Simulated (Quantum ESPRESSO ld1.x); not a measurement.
Nd, configuration [Xe] 4f3 5d1 6s2 (not the ground configuration). Method: scalar-relativistic Kohn-Sham, revPBE, spin-unpolarised, spherical densities, point nucleus; computed with ld1.x of Quantum ESPRESSO 7.5.

Unscreened Slater integrals over Kohn-Sham orbitals (eV).

integral     value
F0(5d,5d)   8.6139
F2(5d,5d)   4.2592
F4(5d,5d)   2.7439
F0(5d,6s)   6.6390
G2(5d,6s)   2.1149
F0(5d,4f)   11.336
F2(5d,4f)   2.8186
F4(5d,4f)   1.3959
G1(5d,4f)   1.5246
G3(5d,4f)   1.1541
G5(5d,4f)  0.86077
F0(5d,5p)   10.527
F2(5d,5p)   4.6930
G1(5d,5p)   5.2676
G3(5d,5p)   3.2229
F0(5d,5s)   10.870
G2(5d,5s)   3.2003
F0(6s,6s)   5.8046
F0(6s,4f)   7.5516
G3(6s,4f)  0.27420
F0(6s,5p)   7.2706
G1(6s,5p)  0.49602
F0(6s,5s)   7.3678
G0(6s,5s)  0.26879
F0(4f,4f)   25.506
F2(4f,4f)   11.863
F4(4f,4f)   7.3924
F6(4f,4f)   5.3042
F0(4f,5p)   17.178
F2(4f,5p)   6.2696
G2(4f,5p)   3.5638
G4(4f,5p)   2.6975
F0(4f,5s)   19.198
G3(4f,5s)   4.0201
F0(5p,5p)   14.568
F2(5p,5p)   7.8481
F0(5p,5s)   15.579
G1(5p,5s)   10.422
F0(5s,5s)   16.895

Derived for the open shells (J is the average intra-shell exchange parameter used in DFT+U). 4f: F4/F2 = 0.623, F6/F2 = 0.447, J = (286 F2 + 195 F4 + 250 F6)/6435 = 0.9573 eV. 5d: Racah B = F2/49 - 5 F4/441 = 0.05581 eV, C = 35 F4/441 = 0.2178 eV, C/B = 3.90, F4/F2 = 0.644, J = (F2 + F4)/14 = 0.5002 eV.
